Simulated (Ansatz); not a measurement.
The cluster Ca₂Se₂. The state is a singlet with charge 0. Geometry PBE0-D4/def2-SVP.

```xyz
4

Ca    0.766   -0.565    1.377
Ca   -0.765    0.566   -1.377
Se    0.530   -1.728   -1.004
Se   -0.531    1.727    1.004
```

The 6-31G sets use Cartesian d functions. The structure comes from a short search, and lower isomers may exist.

Q: Estimate the orbital energies around the gap (eV) in Ansatz with HF/6-31G, PBE-D4/def2-TZVPD, BLYP-D4/def2-TZVP, r2SCAN-D4/def2-TZVP, r2SCAN-D4/def2-TZVPD.

A: 
```json
{"orbital": "HOMO−9", "HF/6-31G": "-35.76", "PBE-D4/def2-TZVPD": "-26.23", "BLYP-D4/def2-TZVP": "-26.09", "r2SCAN-D4/def2-TZVP": "-27.14", "r2SCAN-D4/def2-TZVPD": "-27.16"}
{"orbital": "HOMO−8", "HF/6-31G": "-35.71", "PBE-D4/def2-TZVPD": "-26.18", "BLYP-D4/def2-TZVP": "-26.05", "r2SCAN-D4/def2-TZVP": "-27.10", "r2SCAN-D4/def2-TZVPD": "-27.11"}
{"orbital": "HOMO−7", "HF/6-31G": "-20.81", "PBE-D4/def2-TZVPD": "-14.07", "BLYP-D4/def2-TZVP": "-13.95", "r2SCAN-D4/def2-TZVP": "-14.54", "r2SCAN-D4/def2-TZVPD": "-14.55"}
{"orbital": "HOMO−6", "HF/6-31G": "-20.57", "PBE-D4/def2-TZVPD": "-13.96", "BLYP-D4/def2-TZVP": "-13.83", "r2SCAN-D4/def2-TZVP": "-14.41", "r2SCAN-D4/def2-TZVPD": "-14.43"}
{"orbital": "HOMO−5", "HF/6-31G": "-8.60", "PBE-D4/def2-TZVPD": "-5.31", "BLYP-D4/def2-TZVP": "-5.12", "r2SCAN-D4/def2-TZVP": "-5.41", "r2SCAN-D4/def2-TZVPD": "-5.42"}
{"orbital": "HOMO−4", "HF/6-31G": "-8.56", "PBE-D4/def2-TZVPD": "-5.27", "BLYP-D4/def2-TZVP": "-5.05", "r2SCAN-D4/def2-TZVP": "-5.34", "r2SCAN-D4/def2-TZVPD": "-5.36"}
{"orbital": "HOMO−3", "HF/6-31G": "-7.88", "PBE-D4/def2-TZVPD": "-4.71", "BLYP-D4/def2-TZVP": "-4.50", "r2SCAN-D4/def2-TZVP": "-4.84", "r2SCAN-D4/def2-TZVPD": "-4.85"}
{"orbital": "HOMO−2", "HF/6-31G": "-7.75", "PBE-D4/def2-TZVPD": "-4.67", "BLYP-D4/def2-TZVP": "-4.47", "r2SCAN-D4/def2-TZVP": "-4.80", "r2SCAN-D4/def2-TZVPD": "-4.81"}
{"orbital": "HOMO−1", "HF/6-31G": "-7.50", "PBE-D4/def2-TZVPD": "-4.63", "BLYP-D4/def2-TZVP": "-4.45", "r2SCAN-D4/def2-TZVP": "-4.73", "r2SCAN-D4/def2-TZVPD": "-4.74"}
{"orbital": "HOMO", "HF/6-31G": "-7.30", "PBE-D4/def2-TZVPD": "-4.43", "BLYP-D4/def2-TZVP": "-4.25", "r2SCAN-D4/def2-TZVP": "-4.55", "r2SCAN-D4/def2-TZVPD": "-4.56"}
{"orbital": "LUMO", "HF/6-31G": "-0.34", "PBE-D4/def2-TZVPD": "-2.29", "BLYP-D4/def2-TZVP": "-2.31", "r2SCAN-D4/def2-TZVP": "-1.78", "r2SCAN-D4/def2-TZVPD": "-1.79"}
{"orbital": "LUMO+1", "HF/6-31G": "-0.08", "PBE-D4/def2-TZVPD": "-1.97", "BLYP-D4/def2-TZVP": "-2.00", "r2SCAN-D4/def2-TZVP": "-1.42", "r2SCAN-D4/def2-TZVPD": "-1.43"}
{"orbital": "LUMO+2", "HF/6-31G": "1.13", "PBE-D4/def2-TZVPD": "-1.05", "BLYP-D4/def2-TZVP": "-1.01", "r2SCAN-D4/def2-TZVP": "-0.62", "r2SCAN-D4/def2-TZVPD": "-0.64"}
{"orbital": "LUMO+3", "HF/6-31G": "1.39", "PBE-D4/def2-TZVPD": "-0.95", "BLYP-D4/def2-TZVP": "-0.92", "r2SCAN-D4/def2-TZVP": "-0.48", "r2SCAN-D4/def2-TZVPD": "-0.48"}
{"orbital": "LUMO+4", "HF/6-31G": "1.76", "PBE-D4/def2-TZVPD": "-0.77", "BLYP-D4/def2-TZVP": "-0.71", "r2SCAN-D4/def2-TZVP": "-0.40", "r2SCAN-D4/def2-TZVPD": "-0.42"}
{"orbital": "LUMO+5", "HF/6-31G": "1.85", "PBE-D4/def2-TZVPD": "-0.71", "BLYP-D4/def2-TZVP": "-0.68", "r2SCAN-D4/def2-TZVP": "-0.27", "r2SCAN-D4/def2-TZVPD": "-0.28"}
```
